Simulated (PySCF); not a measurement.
A survey of 29Si NMR shifts

- σ from GIAO-PBE0/pcSseg-1
- coordinates at the GFN2-xTB level
- program: PySCF 2.14
- rapidly exchanging positions averaged, non-relativistic, single conformer, no solvent model

Shieldings were converted by a linear fit to measured shifts: 29Si: δ = 279.94 − 0.822σ (rms 8.9 ppm, 72 shifts, 25.8 ppm with the 6 outliers that the fit left out vs TMS, solution or neat liquid). Occasional misses reach two or three times the rms, and more in compound classes unlike the fitted ones.

Question: Give the 29Si shifts of `C#C[SiH2][C@H]([SiH3])CC(F)(F)F`, `CCC[P@H](=S)C[SiH3]`.

Answer: 
```
                                                             compound                      environment  δ (ppm)
[CH:1]#[C:2][SiH2:3][C@H:4]([SiH3:5])[CH2:6][C:7]([F:8])([F:9])[F:10]  Si3: silicon bonded to 2 C, 2 H    -53.0
[CH:1]#[C:2][SiH2:3][C@H:4]([SiH3:5])[CH2:6][C:7]([F:8])([F:9])[F:10]    Si5: silicon bonded to C, 3 H    -62.2
                                                  CCC[P@H](=S)C[SiH3]         silicon bonded to C, 3 H    -68.0
```

Question: Match the shifts -17.3, -37.3, -48.1, -63.6 ppm to `C=C(C)C1=CC=C(Cl)[SiH2]1`, `C#C[C@@H]1C=C[C@H](Cl)[C@H]1[SiH3]`, `C#C[C@@H]1C=C[C@@H](Cl)[SiH2]C1`, `C=C1C=C(SC)O[SiH2]1`.

Answer: -17.3: C=C1C=C(SC)O[SiH2]1 (silicon bonded to C, O, 2 H, in a 5-membered ring); -37.3: C#C[C@@H]1C=C[C@@H](Cl)[SiH2]C1 (silicon bonded to 2 C, 2 H, in a 6-membered ring); -48.1: C=C(C)C1=CC=C(Cl)[SiH2]1 (silicon bonded to 2 C, 2 H, in a 5-membered ring); -63.6: C#C[C@@H]1C=C[C@H](Cl)[C@H]1[SiH3] (silicon bonded to C, 3 H).
